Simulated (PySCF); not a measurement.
# Spinor energies of Fe⁺ (iron, charge +1)

Start: [Ar] 3d5 4s1 4p1; 3d5/2 filled at m_j = -3/2, -1/2, +1/2, +3/2, +5/2; 4s1/2 filled at m_j = +1/2; 4p3/2 filled at m_j = +3/2. Calculated with PySCF 2.14 in x2c-TZVPall-2c (6s7p4d1f, 54 functions): generalised Hartree-Fock with the X2C-1e Hamiltonian and a Gaussian nucleus; one run each with spin-orbit coupling (SO) switched off, then screened by Boettger's factors. This is a chosen level, not necessarily the ground level.

```
spinor shell  electrons  ε, spin-free (eV)  ε, screened SO (eV)  weight of nominal j (screened SO)  rms radius, screened SO (bohr)
       1s1/2          2            -7191.7              -7191.6                              1.000                          0.0675
       2s1/2          2            -899.96              -899.95                              1.000                           0.288
       2p1/2          2            -765.59              -774.53                              0.975                           0.259
       2p3/2          4            -765.59              -761.23                              0.987                           0.261
       3s1/2          2            -132.00              -132.01                              1.000                           0.863
       3p1/2          2            -90.997              -91.478                              0.664                           0.918
       3p3/2          4            -90.997              -90.797                              0.832                           0.922
       3d5/2          5            -35.520              -35.537                              0.591                            1.11
       4s1/2          1            -19.412              -19.417                              0.999                            2.78
       4p3/2          1            -13.284              -13.249                              1.000                            3.26
```

```json
{"quantity": "E (hartree)", "spin-free": "-1270.92399", "screened SO": "-1270.94265"}
{"quantity": "M_J", "spin-free": "9/2", "screened SO": "9/2"}
{"quantity": "⟨J²⟩", "spin-free": "24.757", "screened SO": "24.757"}
{"quantity": "⟨L²⟩", "spin-free": "2.006", "screened SO": "2.009"}
{"quantity": "⟨S²⟩", "spin-free": "15.751", "screened SO": "15.748"}
```

Each row is a mean over spinors that exchange with the open shell spreads, by up to 16.134 eV (3p3/2).

Rows whose weight is well below 1 are mixtures of j = l ± 1/2: exchange outweighs spin-orbit coupling there, and the label is only the starting occupation.

Without spin-orbit coupling the j labels of p, d and f shells carry no meaning; the spin-free column gives the mean over the occupied spinors of each nl shell.
